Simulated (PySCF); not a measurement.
**Removal energies of Ta⁶³⁺ from EOM-IP-GCCSD**

Reference: closed-shell Ta⁶³⁺, [Ne]; one electron is removed. Calculated with PySCF 2.14, two-component X2C-1e with screened spin-orbit coupling, an uncontracted even-tempered set (17 s from 11 bohr⁻², ratio 2.6; 14 p from 15 bohr⁻², ratio 2.6; 6 d from 15 bohr⁻², ratio 2.8; 3 f from 320 bohr⁻², ratio 2.8); frozen 1s2; the 52 highest virtual spinors dropped; of the others 52 kept and the rest restored at second order. No Breit or QED terms. Binding energies in eV.

```tsv
level	Koopmans
2s1/2	16942.4
2p1/2	16476.3
2p3/2	15156.3
```

(1) How does correlation move these levels?

For comparison, the ionisation energy of Ta⁶³⁺ is 15137 ± 19 eV (theoretical estimate listed by NIST; NIST Atomic Spectra Database, ionization energies).

Answers

(1) 2s1/2: second order 16938.9, EOM-CCSD 16939.0; 2p1/2: second order 16473.5, EOM-CCSD 16473.6; 2p3/2: second order 15154.5, EOM-CCSD 15154.5.
